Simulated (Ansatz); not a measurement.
Consider the cleavage of the Si–Ge bond: `S[SiH2][GeH3]` + H₂S → `S[SiH2]S` + GeH₄.

Computed with Ansatz on PBE0-D4/def2-TZVP structures; ΔE is electronic, products minus reactants. CCSD(T)/CBS is the MP2 limit (def2-TZVPP, def2-QZVPP) plus CCSD(T) − MP2 in def2-TZVPP, frozen cores. This one scheme is used for every species. Functionals use def2-TZVPP. For Ge outer-core shells are correlated without core-valence functions, which leaves a few kJ/mol of doubt a bond. Scalar relativity is left out up to krypton. One conformer a species, not always the lowest.

| level | ΔE (kJ/mol) | difference from CCSD(T)/CBS |
| --- | --- | --- |
| PBE-D4 | -37.1 | 4.7 |
| revPBE-D4 | -39.6 | 2.2 |
| BLYP-D4 | -39.5 | 2.3 |
| r2SCAN0-D4 | -43.7 | -1.9 |
| BHLYP-D4 | -43.8 | -2.0 |
| revPBE | -37.1 | 4.7 |
| BLYP | -39.1 | 2.7 |
| r2SCANh | -43.7 | -1.9 |
| BHLYP | -45.2 | -3.4 |
| LC-ωPBE | -43.0 | -1.2 |
| HF/def2-SVP | -47.4 | -5.6 |
| CCSD/def2-SVP | -39.2 | 2.6 |
| MP2/def2-TZVPP | -46.9 | -5.1 |
| SCS-MP2/def2-TZVPP | -46.5 | -4.7 |
| HF/def2-QZVPP | -50.6 | -8.8 |
| MP2/CBS(def2) | -48.2 | -6.4 |
| CCSD(T)/CBS | -41.8 | 0 |

Largest T1 diagnostic among the species: 0.012.

From BLYP to BHLYP (50 % exact exchange), in def2-TZVPP and without D4, ΔE moves by −6.1 kJ/mol. Leaving LDA and LC-ωPBE aside and taking each functional with its dispersion term where it has one, the values, not all of them listed here, spread over 11.1 kJ/mol, from B97M-V to PBE-D4.
